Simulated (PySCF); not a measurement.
PySCF input file for Zr(Cl)3(OH) cation (Cl3HOZr), SMILES [OH][Zr]([Cl])([Cl])[Cl] (connectivity only; charge and spin as stated), charge +1, multiplicity 2, TDA-B3LYP/def2-SVPD. The structure is a stationary point at PBE0-D3(BJ)/def2-SVP. The geometry has at least one imaginary mode, so it is a saddle point at that level. The multiplicity is an assumed one; no other spin state was optimised. The isomer is the one that the SMILES or the coordinates give; other isomers of the formula were not compared. The def2 effective core potentials stand for the cores of Zr; spin–orbit coupling is left out. Other conformers were not sampled.

```python
import numpy as np
from pyscf import gto, scf, dft, tdscf

mol = gto.M(
    atom='''
    Zr   -0.21585740   -0.31289439   -0.00000000
    Cl    0.94492869   -0.36995268   -2.04202983
    Cl    0.94492870   -0.36995270    2.04202983
    Cl   -0.34000364    2.10405874    0.00000002
    O    -1.87231854   -1.13736836   -0.00000000
    H    -2.73466966   -1.57588433   -0.00000001
    ''',
    basis='def2-SVPD',
    ecp={'Zr': 'def2-svp'},
    charge=1,
    spin=1,
    max_memory=1600,
    verbose=4,
)
mf = dft.UKS(mol, xc='b3lyp').density_fit(auxbasis='def2-universal-jkfit')
mf.grids.level = 3
mf.conv_tol = 1e-9
mf.max_cycle = 100
mf.kernel()
fine, coarse = mf.grids, dft.Grids(mol).set(level=1).build(with_non0tab=True)
for _ in range(3):  # follow internal instabilities
    mf.grids = coarse
    mo, _, stable, _ = mf.stability(return_status=True, nroots=4)
    mf.grids = fine
    if stable:
        break
    mf.kernel(mf.make_rdm1(mo, mf.mo_occ))
mf.grids = dft.Grids(mol).set(level=1).build(with_non0tab=True)  # coarser grid for the response kernel
td = tdscf.TDA(mf)
td.nstates = 10
td.conv_tol = 1e-4
td.positive_eig_threshold = 1e-6
td.kernel(x0=td.get_init_guess(mf, 15))
td.analyze(verbose=3)
```

Log of the run:

```
PySCF version 2.14.0

[INPUT] verbose = 4
[INPUT] num. atoms = 6
[INPUT] num. electrons = 71
[INPUT] charge = 1
[INPUT] spin (= nelec alpha-beta = 2S) = 1
[INPUT] symmetry False subgroup None
[INPUT] Mole.unit = angstrom
[INPUT] Symbol           X                Y                Z      unit          X                Y                Z       unit  Magmom
[INPUT]  1 Zr    -0.215857400000  -0.312894390000   0.000000000000 AA   -0.407911367961  -0.591284703013   0.000000000000 Bohr   0.0
[INPUT]  2 Cl     0.944928690000  -0.369952680000  -2.042029830000 AA    1.785656431344  -0.699109244249  -3.858877116892 Bohr   0.0
[INPUT]  3 Cl     0.944928700000  -0.369952700000   2.042029830000 AA    1.785656450241  -0.699109282043   3.858877116892 Bohr   0.0
[INPUT]  4 Cl    -0.340003640000   2.104058740000   0.000000020000 AA   -0.642513760955   3.976094768597   0.000000037795 Bohr   0.0
[INPUT]  5 O     -1.872318540000  -1.137368360000   0.000000000000 AA   -3.538169258546  -2.149314703146   0.000000000000 Bohr   0.0
[INPUT]  6 H     -2.734669660000  -1.575884330000  -0.000000010000 AA   -5.167776698557  -2.977989787694  -0.000000018897 Bohr   0.0

nuclear repulsion = 363.166054841748
number of shells = 58
number of NR pGTOs = 238
number of NR cGTOs = 146
basis = def2-SVPD
ecp = {'Zr': 'def2-svp'}


******** <class 'pyscf.df.df_jk.DFUKS'> ********
method = DFUKS
initial guess = minao
damping factor = 0
level_shift factor = 0
DIIS = <class 'pyscf.scf.diis.CDIIS'>
diis_start_cycle = 1
diis_space = 8
diis_damp = 0
SCF conv_tol = 1e-09
SCF conv_tol_grad = None
SCF max_cycles = 100
direct_scf = False
number electrons alpha = 36  beta = 35
XC library pyscf.dft.libxc version 7.1.2
    S. Lehtola, C. Steigemann, M. J. T. Oliveira, and M. A. L. Marques,  SoftwareX 7, 1–5 (2018)
XC functionals = b3lyp
    P. J. Stephens, F. J. Devlin, C. F. Chabalowski, and M. J. Frisch,  J. Phys. Chem. 98, 11623 (1994)
radial grids:
    Treutler-Ahlrichs [JCP 102, 346 (1995); DOI:10.1063/1.469408] (M4) radial grids

becke partition: Becke, JCP 88, 2547 (1988); DOI:10.1063/1.454033
pruning grids: <function nwchem_prune>
grids dens level: 3
symmetrized grids: False
atomic radii adjust function: <function treutler_atomic_radii_adjust>
small_rho_cutoff = 0
Set gradient conv threshold to 3.16228e-05
tot grids = 102920
******** <class 'pyscf.df.df.DF'> ********
auxbasis = def2-universal-jkfit
init E= -1497.29268176303
  alpha nocc = 36  HOMO = -0.514972286507848  LUMO = -0.423709143826406
  beta  nocc = 35  HOMO = -0.525153680512896  LUMO = -0.514972286507848

WARN: HOMO -0.514972286507848 >= LUMO -0.514972286507848

cycle= 1 E= -1502.26885112263  delta_E= -4.98  |g|= 1.18  |ddm|= 5.44
  alpha nocc = 36  HOMO = -0.218737558019777  LUMO = -0.153254098595923
  beta  nocc = 35  HOMO = -0.221070418554362  LUMO = -0.218560804386217

WARN: HOMO -0.218737558019777 >= LUMO -0.218560804386217

cycle= 2 E= -1500.76721906185  delta_E=  1.5  |g|= 1.92  |ddm|= 4.93
  alpha nocc = 36  HOMO = -0.503440465471437  LUMO = -0.235050760249607
  beta  nocc = 35  HOMO = -0.496108886970655  LUMO = -0.466767559543735
  HOMO = -0.496108886971  LUMO = -0.466767559544  gap/eV = 0.79842
cycle= 3 E= -1502.8127962622  delta_E= -2.05  |g|= 0.601  |ddm|= 2.39
  alpha nocc = 36  HOMO = -0.531367750845216  LUMO = -0.31996709180466
  beta  nocc = 35  HOMO = -0.518027943036851  LUMO = -0.477351310726277
  HOMO = -0.518027943037  LUMO = -0.477351310726  gap/eV = 1.10687
cycle= 4 E= -1502.92669595313  delta_E= -0.114  |g|= 0.323  |ddm|= 1.29
  alpha nocc = 36  HOMO = -0.537684899528638  LUMO = -0.300185343647956
  beta  nocc = 35  HOMO = -0.526638909435755  LUMO = -0.483153162591613
  HOMO = -0.526638909436  LUMO = -0.483153162592  gap/eV = 1.18331
cycle= 5 E= -1502.97660454066  delta_E= -0.0499  |g|= 0.0493  |ddm|= 0.459
  alpha nocc = 36  HOMO = -0.536089943763186  LUMO = -0.291539934524005
  beta  nocc = 35  HOMO = -0.520533524807635  LUMO = -0.469376918012244
  HOMO = -0.520533524808  LUMO = -0.469376918012  gap/eV = 1.39204
cycle= 6 E= -1502.97656211038  delta_E= 4.24e-05  |g|= 0.0456  |ddm|= 0.146
  alpha nocc = 36  HOMO = -0.531633160917217  LUMO = -0.291789193029911
  beta  nocc = 35  HOMO = -0.518676245551225  LUMO = -0.471242919580355
  HOMO = -0.518676245551  LUMO = -0.47124291958  gap/eV = 1.29073
cycle= 7 E= -1502.97805707596  delta_E= -0.00149  |g|= 0.00816  |ddm|= 0.0799
  alpha nocc = 36  HOMO = -0.533115548576962  LUMO = -0.292178932471118
  beta  nocc = 35  HOMO = -0.519745785262692  LUMO = -0.471513493240671
  HOMO = -0.519745785263  LUMO = -0.471513493241  gap/eV = 1.31247
cycle= 8 E= -1502.97810767302  delta_E= -5.06e-05  |g|= 0.00238  |ddm|= 0.0154
  alpha nocc = 36  HOMO = -0.532780836359915  LUMO = -0.292185191450319
  beta  nocc = 35  HOMO = -0.51938428726407  LUMO = -0.471180534628509
  HOMO = -0.519384287264  LUMO = -0.471180534629  gap/eV = 1.31169
cycle= 9 E= -1502.97811267462  delta_E= -5e-06  |g|= 0.000837  |ddm|= 0.00457
  alpha nocc = 36  HOMO = -0.532722135547395  LUMO = -0.29216139421403
  beta  nocc = 35  HOMO = -0.51931041369742  LUMO = -0.471099794271097
  HOMO = -0.519310413697  LUMO = -0.471099794271  gap/eV = 1.31188
cycle= 10 E= -1502.97811346629  delta_E= -7.92e-07  |g|= 0.000412  |ddm|= 0.00224
  alpha nocc = 36  HOMO = -0.532719453221096  LUMO = -0.292143040865918
  beta  nocc = 35  HOMO = -0.519321145342129  LUMO = -0.471129325303323
  HOMO = -0.519321145342  LUMO = -0.471129325303  gap/eV = 1.31137
cycle= 11 E= -1502.97811361431  delta_E= -1.48e-07  |g|= 0.000131  |ddm|= 0.0011
  alpha nocc = 36  HOMO = -0.532715848273472  LUMO = -0.29216167067175
  beta  nocc = 35  HOMO = -0.519317383290011  LUMO = -0.471135766369478
  HOMO = -0.51931738329  LUMO = -0.471135766369  gap/eV = 1.31109
cycle= 12 E= -1502.97811364838  delta_E= -3.41e-08  |g|= 5.19e-05  |ddm|= 0.000516
  alpha nocc = 36  HOMO = -0.5327089540771  LUMO = -0.292153592832337
  beta  nocc = 35  HOMO = -0.519309614124054  LUMO = -0.471139012541414
  HOMO = -0.519309614124  LUMO = -0.471139012541  gap/eV = 1.31079
cycle= 13 E= -1502.97811366845  delta_E= -2.01e-08  |g|= 3.82e-05  |ddm|= 0.000489
  alpha nocc = 36  HOMO = -0.53270577160654  LUMO = -0.292157487353556
  beta  nocc = 35  HOMO = -0.519304209532592  LUMO = -0.471141115606663
  HOMO = -0.519304209533  LUMO = -0.471141115607  gap/eV = 1.31058
cycle= 14 E= -1502.9781136804  delta_E= -1.19e-08  |g|= 2.44e-05  |ddm|= 0.000442
  alpha nocc = 36  HOMO = -0.532703555839081  LUMO = -0.292155657590654
  beta  nocc = 35  HOMO = -0.519299569304541  LUMO = -0.471141581442545
  HOMO = -0.519299569305  LUMO = -0.471141581443  gap/eV = 1.31045
cycle= 15 E= -1502.97811368524  delta_E= -4.84e-09  |g|= 1.25e-05  |ddm|= 0.000266
  alpha nocc = 36  HOMO = -0.532701559282888  LUMO = -0.292156173314732
  beta  nocc = 35  HOMO = -0.519293424788767  LUMO = -0.471141635993909
  HOMO = -0.519293424789  LUMO = -0.471141635994  gap/eV = 1.31028
cycle= 16 E= -1502.97811368867  delta_E= -3.43e-09  |g|= 1.48e-05  |ddm|= 0.000385
  alpha nocc = 36  HOMO = -0.532700349328443  LUMO = -0.292156123517888
  beta  nocc = 35  HOMO = -0.519291491701949  LUMO = -0.471141448029151
  HOMO = -0.519291491702  LUMO = -0.471141448029  gap/eV = 1.31023
cycle= 17 E= -1502.97811368907  delta_E= -3.98e-10  |g|= 6.2e-06  |ddm|= 8.84e-05
  alpha nocc = 36  HOMO = -0.532700720912111  LUMO = -0.292156015114552
  beta  nocc = 35  HOMO = -0.519291311233065  LUMO = -0.471141307918749
  HOMO = -0.519291311233  LUMO = -0.471141307919  gap/eV = 1.31023
Extra cycle  E= -1502.97811368889  delta_E= 1.75e-10  |g|= 1.8e-05  |ddm|= 4.36e-05
converged SCF energy = -1502.97811368889  <S^2> = 0.75975302  2S+1 = 2.0097294
tot grids = 34808
uhf_internal: lowest eigs of H = [0.02403767 0.02843426 0.06043523 0.0886239 ]
<class 'pyscf.df.df_jk.DFUKS'> wavefunction is stable in the internal stability analysis
tot grids = 34808
Overwritten attributes  positive_eig_threshold  of <class 'pyscf.tdscf.uks.TDA'>


******** <class 'pyscf.tdscf.uks.TDA'> for <class 'pyscf.df.df_jk.DFUKS'> ********
nstates = 10
deg_eia_thresh = 1.000e-03
wfnsym = None
conv_tol = 0.0001
eigh lindep = 1e-12
eigh level_shift = 0
eigh max_cycle = 100


Excitation energies (eV)
[0.34848676 0.40511416 0.84512438 1.22655234 1.29340214 1.60913291
 2.01723282 2.10778764 2.28109346 2.43833172]

** Excitation energies and oscillator strengths **
Excited State   1:      0.34849 eV   3557.79 nm  f=0.0016
Excited State   2:      0.40511 eV   3060.48 nm  f=0.0001
Excited State   3:      0.84512 eV   1467.05 nm  f=0.0013
Excited State   4:      1.22655 eV   1010.83 nm  f=0.0020
Excited State   5:      1.29340 eV    958.59 nm  f=0.0468
Excited State   6:      1.60913 eV    770.50 nm  f=0.0008
Excited State   7:      2.01723 eV    614.63 nm  f=0.0211
Excited State   8:      2.10779 eV    588.22 nm  f=0.0805
Excited State   9:      2.28109 eV    543.53 nm  f=0.0023
Excited State  10:      2.43833 eV    508.48 nm  f=0.0457
```

Self-consistency was reached.
